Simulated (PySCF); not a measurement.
C2H7FO2Sn, SMILES C[CH2][Sn]([OH])([OH])[F].

The structure is a stationary point at B3LYP-D3(BJ)/def2-SVP. The structure was generated by enumeration; whether it is a known compound was not checked. The def2 effective core potentials stand for the cores of Sn; spin–orbit coupling is left out. The values are those of a single conformer.

Method: PBE/def2-TZVP (PySCF).

Gas-phase values at a fixed geometry.

Computed frontier levels, gap, dipole moment and polarisability:
* **highest occupied level**: -6.97 eV
* **lowest empty level**: -2.25 eV
* **orbital gap**: 4.73 eV
* **dipole moment**: 1.93 D
* **quadrupole, principal values (traceless, Buckingham form, about the centre of nuclear charge)**: -10.19, -2.50, 12.69 D·Å
* **mean static polarisability**: 71.3 bohr³ (10.56 Å³)
* **polarisability, principal values**: 60.1, 67.4, 86.2 bohr³
